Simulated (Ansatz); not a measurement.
Input file for Ansatz (an electronic-structure program): R-CCSD(T)/cc-pVDZ on C3H8O2 (SMILES OCCCO).

Ansatz 0.2 input:
```yaml
crystal:
  periodic: [false, false, false]
  atoms:
    - {symbol: O, position_ang: [-1.71566190, -0.48418136, 0.97761983]}
    - {symbol: C, position_ang: [-1.35336439, -0.29518545, -0.38721739]}
    - {symbol: C, position_ang: [-0.03184976, 0.44366378, -0.55705719]}
    - {symbol: C, position_ang: [1.14964957, -0.29726614, 0.05468033]}
    - {symbol: O, position_ang: [2.36313254, 0.44420130, -0.01817501]}
    - {symbol: H, position_ang: [-1.83717886, 0.38067523, 1.38469705]}
    - {symbol: H, position_ang: [-1.28281034, -1.30085899, -0.80692380]}
    - {symbol: H, position_ang: [-2.14762305, 0.23048053, -0.93000653]}
    - {symbol: H, position_ang: [-0.10033472, 1.43865857, -0.10414157]}
    - {symbol: H, position_ang: [0.14355166, 0.59832878, -1.62853864]}
    - {symbol: H, position_ang: [1.26181363, -1.27871240, -0.42470758]}
    - {symbol: H, position_ang: [0.97255258, -0.47213312, 1.11476413]}
    - {symbol: H, position_ang: [2.57812306, 0.59232925, -0.94534726]}
basis:
  gaussian:
    orbitals: cc-pVDZ
magnetization: {spin_polarized: false}
correlation: {method: ccsd_t, electrons: outside_noble_gas}
scf: {lower_state_search: off}
```

The head of its log:

```
WARN ansatz: RAYON_NUM_THREADS=2 ignored (pool sized by the plan → 2); use --threads N
Functional definition: HF
these checks for a lower state are left out or cut short: stability, starts, cluster_reference, orbital_swaps, neighbouring_geometries, increment
integrals: 0.16 GiB planned
996 factors; integrals over basis functions are off by at most 1.2e-3 eV
mean field: 0.30 GiB planned
mean field evaluation 1: about -7288.5731 eV, gradient 3.9e1 eV
mean field evaluation 2: about -7288.7686 eV, gradient 3.9e1 eV
mean field evaluation 4: about -7292.2353 eV, gradient 4.1e0 eV
mean field evaluation 8: about -7292.2857 eV, gradient 2.0e-1 eV
mean field -7292.28586026 eV, -267.9865624758 hartree, gradient 1.1e-6 eV, S^2 0.000000; 0 other end points of the search recorded, 0 dependent functions left out
5 core orbitals not correlated
reference -7292.28586026 eV, -267.9865624758 hartree; 16, 16 occupied and 89, 89 virtual orbitals, 996 factors
```

Question: Give the final energy of this run.

Answer: -268.8635 hartree (reference determinant -267.9866, T1 diagnostic 0.009).
